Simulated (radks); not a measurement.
Species: Ar2+. Configuration: [Ne] 3s2 3p(up 2, down 2) (spins set by hand, not the high-spin state). All-electron calculation, scalar-relativistic Kohn-Sham, LDA (Slater exchange, Perdew-Wang correlation), spin-polarised, spherical densities, finite nucleus; Fermi nuclear charge, rms radius 3.4274 fm. Program: a radial shooting solver on a logarithmic mesh with Libxc functionals.

Unscreened Slater integrals over Kohn-Sham orbitals (hartree). They are taken over the spin-up orbitals.

integral,value
"F0(3p,3p)",0.61591
"F2(3p,3p)",0.31027
"F0(3p,3s)",0.64442
"G1(3p,3s)",0.42810
"F0(3p,2p)",0.83924
"F2(3p,2p)",0.15216
"G0(3p,2p)",0.061126
"G2(3p,2p)",0.061880
"F0(3p,2s)",0.82727
"G1(3p,2s)",0.046777
"F0(3s,3s)",0.67732
"F0(3s,2p)",0.90135
"G1(3s,2p)",0.070988
"F0(3s,2s)",0.89140
"G0(3s,2s)",0.056802
"F0(2p,2p)",2.4322
"F2(2p,2p)",1.1306
"F0(2p,2s)",2.2812
"G1(2p,2s)",1.3416
"F0(2s,2s)",2.1817

Derived for the open shells (J is the average intra-shell exchange parameter used in DFT+U). 3p: J = F2/5 = 0.06205 hartree; in LS coupling 1D lies 6 F2/25 = 0.07447 hartree above 3P.
